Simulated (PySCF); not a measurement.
AsH3, SMILES [AsH3].

Geometry optimised at PBE-D3(BJ)/def2-TZVPD.

Two levels are set side by side: PBE/def2-TZVPD (PySCF) and PBE0/def2-TZVPD (PySCF). Same geometry, gas phase. Differences are taken from unrounded values.

```json
[
 {"quantity": "orbital gap (eV)", "PBE0": "8.07"},
 {"quantity": "highest occupied level (eV)", "PBE0": "-7.90"},
 {"quantity": "lowest empty level (eV)", "PBE0": "0.18"},
 {"quantity": "dipole moment (D)", "PBE0": "0.28"},
 {"quantity": "mean polarisability (bohr³)", "PBE0": "35.9"}
]
```

Question: What does PBE give, and how far is it from PBE0? (Estimate from the structure and the level; the computed values follow.)

Answer: 
```csv
quantity,PBE,PBE minus PBE0
orbital gap (eV),6.31,-1.76
highest occupied level (eV),-6.79,1.11
lowest empty level (eV),-0.48,-0.66
dipole moment (D),0.23,-0.05
mean polarisability (bohr³),36.6,0.8
```

PBE's occupied levels lie high since its potential decays too fast outside the molecule; exact exchange lowers them and widens the gap. Differences between two approximate levels are no errors against the true value.

Rough cost on one machine, each run with all the roots and properties that it gave: PBE0 against PBE within a factor of 2.
